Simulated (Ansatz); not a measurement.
One change: `O[SiH2]O[Si](O)(O)O` becomes `C[SiH](O)[Si](O)(O)O`.

Ansatz, PBE0-D4/def2-TZVP geometries, multiplicity 1. Each molecule was computed in one conformer, which needn't be the lowest.

```json
{"property": "HOMO–LUMO gap (PBE0/def2-TZVPP) / eV", "`O[SiH2]O[Si](O)(O)O`": "8.69"}
{"property": "size of the dipole moment (PBE/def2-TZVPP) / D", "`O[SiH2]O[Si](O)(O)O`": "2.17"}
{"property": "HOMO energy (PBE0/def2-TZVPP) / eV", "`O[SiH2]O[Si](O)(O)O`": "-8.48"}
{"property": "LUMO energy (ωB97M-V/def2-TZVPP) / eV", "`O[SiH2]O[Si](O)(O)O`": "1.67"}
{"property": "LUMO energy (PBE0/def2-TZVPP) / eV", "`O[SiH2]O[Si](O)(O)O`": "0.21"}
{"property": "HOMO energy (B3LYP/def2-TZVPP) / eV", "`O[SiH2]O[Si](O)(O)O`": "-8.27"}
```

**Question.** What does the change do to each property? (Best estimate.)

**Answer.** Computed: 
```
                                      property  `C[SiH](O)[Si](O)(O)O`  shift
          HOMO–LUMO gap (PBE0/def2-TZVPP) / eV                    7.61  -1.08
size of the dipole moment (PBE/def2-TZVPP) / D                    1.93  -0.24
            HOMO energy (PBE0/def2-TZVPP) / eV                   -7.48   1.00
         LUMO energy (ωB97M-V/def2-TZVPP) / eV                    1.80   0.13
            LUMO energy (PBE0/def2-TZVPP) / eV                    0.13  -0.08
           HOMO energy (B3LYP/def2-TZVPP) / eV                   -7.31   0.96
```

With PBE0 the HOMO rises by 1.00 eV and the LUMO falls by 0.08 eV, so the gap narrows by about 1.08 eV. PBE moves the HOMO by 0.79 eV and ωB97M-V by 1.20 eV. Dipoles are sizes alone; their direction can turn.

B3LYP here is the variant with VWN-RPA as its local correlation; programs differ in this.
